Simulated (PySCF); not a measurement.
The numbers are results of PBE-D3(BJ)/def2-TZVP // B3LYP-D3(BJ)/def2-TZVP (PySCF), not measurements. Isolated molecules, 0 K electronic values unless said otherwise. One relaxed conformer stands for a flexible species; it need not be the lowest. Excitations are Tamm–Dancoff values on a coarser integration grid. The basis has no diffuse functions, so Rydberg states are missing or too high.

Reference species (SMILES): `BBBN` (neutral, multiplicity 1).

- S1 excitation (TDA): 4.32 eV
- T1 excitation (TDA): 3.58 eV

Changed species: `BBNB`.

What does the change do to the S1 excitation (TDA) and T1 excitation (TDA)?

the S1 excitation (TDA) goes up by 0.26 eV, to 4.58 eV; the T1 excitation (TDA) goes up by 0.14 eV, to 3.72 eV.
